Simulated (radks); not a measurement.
Problem. K2+, 17 electrons, occupied as [Ne] 3s2 3p5. Calculated with a radial shooting solver on a logarithmic mesh with Libxc functionals: Dirac Kohn-Sham, HCTH/407, spin-unpolarised, spherical densities, finite nucleus; open shells fill j = l - 1/2 first; Fermi nuclear charge, rms radius 3.4349 fm. Some entries of the table are withheld. Estimate them.

orbital,occ.,eigenvalue (hartree),<r> (bohr),<1/r> (bohr^-1)
1s1/2,2,-130.2353,0.08112,18.70
2s1/2,2,-13.90558,0.3866,3.815
2p1/2,2,(1),0.3477,3.736
2p3/2,4,(2),0.3501,3.700
3s1/2,2,(3),(4),1.130
3p1/2,2,(5),1.343,(6)
3p3/2,3,(7),1.350,(8)

Solution. 
(1) 2p1/2 eigenvalue (hartree): -11.30125
(2) 2p3/2 eigenvalue (hartree): -11.19447
(3) 3s1/2 eigenvalue (hartree): -2.08926
(4) 3s1/2 <r> (bohr): 1.231
(5) 3p1/2 eigenvalue (hartree): -1.46595
(6) 3p1/2 <1/r> (bohr^-1): 1.012
(7) 3p3/2 eigenvalue (hartree): -1.45505
(8) 3p3/2 <1/r> (bohr^-1): 1.006
